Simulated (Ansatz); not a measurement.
Reaction (redistribution): chlorotrimethylsilane + `O[SiH2][SiH2]P` → `C[Si](C)(P)Cl` + `C[SiH2][SiH2]O`

Program: Ansatz. Geometries: PBE0-D4/def2-TZVP. ΔE: electronic, gas phase. CCSD(T)/CBS adds triple-zeta CCSD(T) − MP2 to the extrapolated MP2 energy (def2 sets, frozen cores). DFT in def2-TZVPP. B3LYP here is the variant with VWN-RPA as its local correlation; programs differ in this. Each species was taken in one conformer, which may not be the lowest.

Problem. Is it downhill or uphill in electronic energy at CCSD(T)/CBS, and by how much? (Estimate.)

Solution. The calculation gave: Uphill: ΔE = +13.8 kJ/mol.

Problem. What do these levels give: r2SCAN-D4, B3LYP-D4, ωB97M-V, B2PLYP, PBE, r2SCAN, PBE0, MP2/def2-TZVPP, CCSD/def2-TZVPP, HF/def2-QZVPP, MP2/def2-QZVPP, CCSD/CBS(def2)? (Estimate.)

Solution. The calculation gave: r2SCAN-D4 13.8, B3LYP-D4 13.0, ωB97M-V 13.9, B2PLYP 13.4, PBE 11.6, r2SCAN 13.8, PBE0 13.3, MP2/def2-TZVPP 13.3, CCSD/def2-TZVPP 14.8, HF/def2-QZVPP 16.1, MP2/def2-QZVPP 13.1, CCSD/CBS(def2) 14.5 kJ/mol.

Largest T1 diagnostic among the species: 0.013.
